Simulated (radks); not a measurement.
The mean radii <r> (bohr) of the occupied orbitals of an atom or ion are listed with their occupations. Calculated with a radial shooting solver on a logarithmic mesh with Libxc functionals: scalar-relativistic Kohn-Sham, PBE, spin-polarised, spherical densities, finite nucleus; Fermi nuclear charge, rms radius of each element as measured or else 0.836 A^(1/3) + 0.57 fm.

| orbital | occ. | <r> |
|---|---|---|
| 1s up | 1 | 0.02666 |
| 1s down | 1 | 0.02666 |
| 2s up | 1 | 0.1146 |
| 2s down | 1 | 0.1146 |
| 2p up | 3 | 0.1003 |
| 2p down | 3 | 0.1003 |
| 3s up | 1 | 0.3064 |
| 3s down | 1 | 0.3064 |
| 3p up | 3 | 0.3044 |
| 3p down | 3 | 0.3044 |
| 3d up | 5 | 0.2809 |
| 3d down | 5 | 0.2809 |
| 4s up | 1 | 0.7167 |
| 4s down | 1 | 0.7167 |
| 4p up | 3 | 0.7648 |
| 4p down | 3 | 0.7647 |
| 4d up | 5 | 0.8767 |
| 4d down | 5 | 0.8754 |
| 5s up | 1 | 1.827 |
| 5s down | 1 | 1.825 |
| 5p up | 3 | 2.191 |
| 5p down | 2 | 2.201 |
| 6p up | 1 | 7.806 |

Name the element and its charge. Open shells, if any, are filled with parallel spins first.

Answer. Z = 54, xenon, charge 0: Xe in [Kr] 4d10 5s2 5p5 6p1. The 1s radius gives Z: for a bare nucleus <r> = (2 gamma + 1)/(2Z) with gamma = sqrt(1 - (Z/c)^2), 0.02628 bohr for Z = 54, and screening makes it slightly larger (0.02666 here). The occupations add up to 54, and the charge is Z minus that.
